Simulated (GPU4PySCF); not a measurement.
Cu(MeCN)4 (C₈H₁₂CuN₄), SMILES C(#[N]->[Cu+](<-[N]#CC)(<-[N]#CC)<-[N]#CC)C, charge +1, multiplicity 1.

Geometry optimised at PBE0-D3(BJ)/def2-TZVP. The multiplicity is an assumed one; no other spin state was optimised. The isomer is the one that the SMILES or the coordinates give; other isomers of the formula were not compared.

Two levels are set side by side: TDDFT-PBE/def2-SVPD (GPU4PySCF) and TDDFT-M06-2X/def2-SVPD (GPU4PySCF). Vertical, same geometry. The lowest singlet is HOMO→LUMO+1 48 %, HOMO−1→LUMO 45 % with PBE and HOMO→LUMO+2 17 %, HOMO−1→LUMO+1 14 %, HOMO→LUMO+5 12 %, HOMO→LUMO+4 11 % with the other functional; states are paired by order. Differences are taken from unrounded values.

```csv
quantity,TDDFT-M06-2X,TDDFT-PBE,TDDFT-PBE minus TDDFT-M06-2X
lowest singlet excitation (eV),6.30,4.20,-2.10
lowest triplet excitation (TDA) (eV),6.02,3.95,-2.07
```

Functionals without exact exchange tend to place singlet excitations lower, as here. Differences between two approximate levels are no errors against the true value.
